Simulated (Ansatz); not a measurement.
**Cost against result**

The pair of H3O⁺ (SMILES [OH3+], atoms 1–4) and Br2 (SMILES BrBr, atoms 5–6), both closed shells, in one local arrangement (a lower one may exist), relaxed at PBE0-D4/def2-TZVP:

```json
{"atom": "O1", "x (Å)": "0.2364", "y (Å)": "-0.0128", "z (Å)": "-1.0672"}
{"atom": "H2", "x (Å)": "-0.3643", "y (Å)": "0.4160", "z (Å)": "-1.7014"}
{"atom": "H3", "x (Å)": "0.6607", "y (Å)": "-0.8002", "z (Å)": "-1.4505"}
{"atom": "H4", "x (Å)": "-0.2035", "y (Å)": "-0.1907", "z (Å)": "-0.1318"}
{"atom": "Br5", "x (Å)": "0.5930", "y (Å)": "1.0076", "z (Å)": "2.6472"}
{"atom": "Br6", "x (Å)": "-0.9223", "y (Å)": "-0.4199", "z (Å)": "1.7039"}
```

Interaction energies are counterpoise-corrected; the time is that of the whole pair.

Ansatz 0.2.0; basis: as named in each row; cores frozen in the correlated methods. Filled d shells of the heavier atoms are correlated. The def2 sets are not built for correlating such inner shells, so the correlated values are less sure here. B3LYP uses VWN-RPA correlation. Extrapolation: Hartree–Fock as exp(−7.88 √X), correlation as X^−2.97.

Times are rough, for one single point on 4 threads of a shared host (AMD EPYC 9R45).

The estimate by CCSD(T) at an estimated basis limit (MP2 extrapolated from triple and quadruple zeta, plus CCSD(T) − MP2 in triple zeta) is -71.0 kJ/mol.

```csv
method,basis,time (s),interaction energy (kJ/mol),method less estimate
HF,STO-3G,under 1,-61.3,9.7
PBE-D4,STO-3G,under 1,-116.2,-45.2
SPW92,def2-SVP,under 1,-93.3,-22.3
PBE-D4,def2-SVP,under 1,-82.5,-11.5
B3LYP-D4,6-31G,under 1,-55.8,15.2
PBE0-D4,def2-SVP,under 1,-74.6,-3.6
PBE-D4,def2-TZVPPD,under 1,-86.6,-15.6
revPBE-D4,def2-TZVPPD,under 1,-84.6,-13.6
BLYP-D4,def2-TZVPPD,under 1,-83.0,-12.0
PBE0-D4,def2-TZVPPD,1,-80.4,-9.4
B3LYP-D4,def2-TZVPPD,1,-78.9,-7.9
HSE06-D4,def2-TZVPPD,1,-80.4,-9.4
r2SCAN-D4,def2-TZVPPD,1,-80.1,-9.1
wB97M-V,def2-SVP,1,-68.4,2.6
CCSD(T),def2-SVP,2,-54.7,16.3
B2PLYP,def2-TZVPPD,2,-70.6,0.4
B97M-V,def2-TZVPPD,2,-74.8,-3.8
wB97X-V,def2-TZVPPD,2,-72.2,-1.2
wB97M-V,def2-TZVPPD,3,-71.8,-0.8
MP2,def2-QZVPPD,6,-71.1,-0.1
CCSD(T),def2-TZVPPD,37,-67.2,3.8
```

No T1 diagnostic of these runs exceeds 0.008.
